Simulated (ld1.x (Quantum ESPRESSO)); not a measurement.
Transferability test, TM potential for indium (In)

ld1.x (Quantum ESPRESSO) 7.5 input, shortened:

```
&input
   title='In', zed=49., rel=2, dft='PZ', iswitch=3,
   config='[Kr] 4d10 5s1.5 5p1.5 5d-2', rel_dist='average'
 /
 &inputp
   pseudotype=2, tm=.true., lloc=1,
   nlcc=.true., new_core_ps=.true.
 /
3
5S  1  0   1.50   0.00  2.25  2.25  0.0
5D  3  2  -2.00   0.25  2.55  2.55  0.0
5P  2  1   1.50   0.00  2.70  2.70  0.0
 &test
   configts(1)='5s1.5 5p1.5'
 /
```

Open shells are filled in proportion to 2j + 1 (rel_dist='average').

Energies are relative to the spin-unpolarised reference configuration 5s1.5 5p1.5; without spin polarisation the order of configurations can differ from experiment. The p channel is local and has no spin–orbit splitting in the pseudo-atom.

```csv
valence configuration,charge,ΔE all-electron (eV),error AE − PS (meV)
5s2 5p1,0,-2.925,-1.0
5s2 5p0,+1,2.681,+5.6
5s1 5p0,+2,22.342,-128
5s0 5p3,0,9.210,-52
5s1 5p1,+1,9.362,-24
```

Problem. What are ΔE and the potential's error for 5s2 5p1.3?

Solution. ΔE = -3.509 eV all-electron; the error (AE − PS) is -4.4 meV.

Problem. What are ΔE and the potential's error for 5s1 5p2?

Solution. ΔE = 3.000 eV all-electron; the error (AE − PS) is -8.0 meV.

Levels in the configuration 5s2 5p0:

```json
{"level": "5s j=1/2", "all-electron (eV)": "-15.306", "pseudo (eV)": "-15.326"}
```

Note: ghost states, extra bound levels that the all-electron valence spectrum of the same l lacks: d3/2 at -93.3 eV, d5/2 at -77.1 eV. A true bound ghost makes a file unfit for plane-wave use.
